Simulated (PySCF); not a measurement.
**Telling isomers of C₇H₄FNO apart by NMR**

PySCF 2.14 calculation with σ from GIAO-PBE0/pcSseg-1 and GFN2-xTB structure; non-relativistic Hamiltonian, a single conformation, in vacuum, equivalent nuclei averaged.

Scale: TMS for 1H, 13C (reference shieldings calculated alike). Splittings of carbon signals by F and P are missing where no couplings were computed. Where no couplings were computed, multiplicities follow the n + 1 count of equivalent neighbours, and m marks all less simple cases (inequivalent or close neighbours, rings, F or P nearby). Shifts are as computed. Against solution values, carbons near 30 ppm lie about +3 ppm off and those near 130 ppm about +5 ppm. Of 1211 compounds with measured shifts, 218 miss one by over three times the rms of a fit or turn the order of signals round; such compounds aren't used in these exercises.

(1) Tabulate the signals of `O=C=Nc1cccc(F)c1`, `O=C=Nc1ccc(F)cc1`, `CC#C/C(F)=C(\C#N)C=O` and their relative energies.

(2) What is the quickest way to tell O=C=Nc1ccc(F)cc1 from CC#C/C(F)=C(\C#N)C=O?

(3) What is the quickest way to tell O=C=Nc1cccc(F)c1 from O=C=Nc1ccc(F)cc1?

(4) What is the quickest way to tell O=C=Nc1cccc(F)c1 from CC#C/C(F)=C(\C#N)C=O?

Answers

(1) 
| SMILES | carbon types | δC | δH | E rel. (kcal/mol) |
| --- | --- | --- | --- | --- |
| O=C=Nc1cccc(F)c1 | 3×C 4×CH | 173.9, 140.0, 136.5, 127.9, 126.9, 118.1, 117.8 | 7.59 (m, 1H), 7.14 (m, 1H), 7.11 (m, 1H), 7.09 (d, 1H) | 0.0 |
| O=C=Nc1ccc(F)cc1 | 3×C 4×CH | 169.7, 133.7, 133.0, 127.0, 122.8 | 7.36 (m, 2H), 7.33 (m, 2H) | 0.4 |
| CC#C/C(F)=C(\C#N)C=O | 5×C 1×CH 1×CH3 | 185.5, 173.1, 125.7, 117.3, 111.5, 77.4, 6.4 | 10.08 (m, 1H), 2.55 (s, 3H) | 77.4 |

Energies are electronic energies at PBE0/pcSseg-1 on these geometries, without zero-point or thermal terms, each for the one conformer computed, which needn't be the lowest.

(2) Count the carbon signals: 5 against 7. The first has an aromatic CH at 122.8 ppm, the second a propargylic methyl carbon (CH3) at 6.4 ppm. Their most deshielded carbons lie at 169.7 and 185.5 ppm. In the proton spectra the most deshielded non-exchanging signals are 7.36 (m, 2H) and 10.08 (m, 1H).

(3) Count the carbon signals: 7 against 5. The first has an aromatic carbon bearing nitrogen (C) at 140.0 ppm, the second an aromatic carbon bearing nitrogen (C) at 133.7 ppm. Their most deshielded carbons lie at 173.9 and 169.7 ppm.

(4) Both give the same number of carbon signals, but DEPT or the intensities differ. The first has an aromatic CH at 118.1 ppm, the second a propargylic methyl carbon (CH3) at 6.4 ppm. Their most deshielded carbons lie at 173.9 and 185.5 ppm. In the proton spectra the most deshielded non-exchanging signals are 7.59 (m, 1H) and 10.08 (m, 1H).
